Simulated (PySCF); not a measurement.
CF, SMILES [C]F (connectivity only; charge and spin as stated), charge +1, multiplicity 1.

Coordinates come from a PBE0-D3(BJ)/def2-TZVPD optimisation.

Two levels are set side by side: PBE/def2-TZVPD (PySCF) and HF/def2-TZVPD (PySCF). Same geometry, gas phase. Differences are taken from unrounded values.

```tsv
quantity	HF
orbital gap (eV)	19.06
highest occupied level (eV)	-26.48
lowest empty level (eV)	-7.41
mean polarisability (bohr³)	7.9
```

Problem. What does PBE give, and how far is it from HF? (The exact figures need the calculation; the answer reports its results.)

Solution. 
| quantity | PBE | PBE minus HF |
|---|---|---|
| orbital gap (eV) | 6.19 | -12.87 |
| highest occupied level (eV) | -20.11 | 6.36 |
| lowest empty level (eV) | -13.92 | -6.51 |
| mean polarisability (bohr³) | 8.5 | 0.5 |

Without exact exchange PBE keeps part of each electron's self-repulsion, which lifts occupied levels and narrows the gap. Loosely held outer electrons make PBE densities more polarisable. Differences between two approximate levels are no errors against the true value.
